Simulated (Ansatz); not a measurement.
Cartesian coordinates in Å:
```
C -0.918 1.749 0.694
C 0.143 0.960 0.622
C 0.085 -0.531 0.643
Ge 0.488 -1.277 -1.092
F 0.698 -2.980 -1.064
F -0.731 -0.988 -2.260
F 1.933 -0.647 -1.766
H -1.923 1.348 0.782
H -0.818 2.827 0.663
H 1.133 1.399 0.525
H 0.816 -0.963 1.332
H -0.905 -0.898 0.920
```

The species carries charge 0 and has multiplicity 1.

(1) List the PBE0/def2-TZVPP orbital energies in eV (Ansatz). (Estimate.)

Answers

(1) The calculation gave: Occupied: -10862.09, -1360.15, -1209.99, -1209.99, -1209.96, -673.85, -673.84, -673.83, -279.61, -279.19, -278.63, -173.09, -122.92, -122.92, -122.82, -36.28, -36.28, -35.81, -35.69, -35.69, -33.17, -32.14, -32.13, -23.15, -20.29, -16.63, -16.10, -14.20, -13.70, -13.57, -13.10, -12.88, -12.18, -12.16, -11.92, -11.76, -11.66, -11.57, -10.90, -10.55, -8.04. Lowest empty: -0.71, 0.02, 1.34, 1.46, 1.54, 1.83, 2.31, 3.02.
